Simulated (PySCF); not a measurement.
**P²⁺ (phosphorus, charge +2) across methods**

[Ne] 3s1 3p1 3d1, one real determinant (an excited configuration). All numbers are calculated (PySCF 2.14, scalar relativity by spin-free X2C-1e, in aug-cc-pVQZ-DK (7s6p4d3f2g, 84 functions)).

```json
{"method": "M06", "E (hartree)": "-340.2262", "mean ε 3s α (eV)": "-39.041", "mean ε 3p α (eV)": "-28.647", "mean ε 3d α (eV)": "-15.244", "Σ⟨r²⟩ (bohr²)": "17.54", "⟨S²⟩": "3.750"}
{"method": "r2SCAN", "E (hartree)": "-340.2225", "mean ε 3s α (eV)": "-37.904", "mean ε 3p α (eV)": "-27.889", "mean ε 3d α (eV)": "-14.758", "Σ⟨r²⟩ (bohr²)": "17.32", "⟨S²⟩": "3.750"}
{"method": "LDA", "E (hartree)": "-338.9543", "mean ε 3s α (eV)": "-37.415", "mean ε 3p α (eV)": "-27.474", "mean ε 3d α (eV)": "-14.589", "Σ⟨r²⟩ (bohr²)": "17.38", "⟨S²⟩": "3.750"}
{"method": "PBE", "E (hartree)": "-340.0934", "mean ε 3s α (eV)": "-37.361", "mean ε 3p α (eV)": "-27.521", "mean ε 3d α (eV)": "-14.766", "Σ⟨r²⟩ (bohr²)": "17.34", "⟨S²⟩": "3.750"}
{"method": "UHF", "E (hartree)": "-339.73422", "mean ε 3s α (eV)": "-43.912", "mean ε 3p α (eV)": "-33.167", "mean ε 3d α (eV)": "-16.893", "Σ⟨r²⟩ (bohr²)": "18.22", "⟨S²⟩": "3.750"}
{"method": "TPSS", "E (hartree)": "-340.2688", "mean ε 3s α (eV)": "-37.523", "mean ε 3p α (eV)": "-27.616", "mean ε 3d α (eV)": "-14.743", "Σ⟨r²⟩ (bohr²)": "17.31", "⟨S²⟩": "3.750"}
{"method": "M06-2X", "E (hartree)": "-340.2144", "mean ε 3s α (eV)": "-40.509", "mean ε 3p α (eV)": "-30.140", "mean ε 3d α (eV)": "-15.951", "Σ⟨r²⟩ (bohr²)": "17.65", "⟨S²⟩": "3.750"}
{"method": "wB97X", "E (hartree)": "-340.2317", "mean ε 3s α (eV)": "-41.517", "mean ε 3p α (eV)": "-31.377", "mean ε 3d α (eV)": "-17.339", "Σ⟨r²⟩ (bohr²)": "17.40", "⟨S²⟩": "3.750"}
```

**Question.** Estimate the same row for PBE0.

**Answer.** E (hartree) = -340.1115; mean ε 3s α (eV) = -39.123; mean ε 3p α (eV) = -29.025; mean ε 3d α (eV) = -15.421; Σ⟨r²⟩ (bohr²) = 17.48; ⟨S²⟩ = 3.750.

⟨L²⟩ = 8.00 against 12 for a pure F term, so this real determinant mixes terms. The outer electron is Rydberg-like, and this basis confines it to a smaller radius and binds it less than a complete one would.
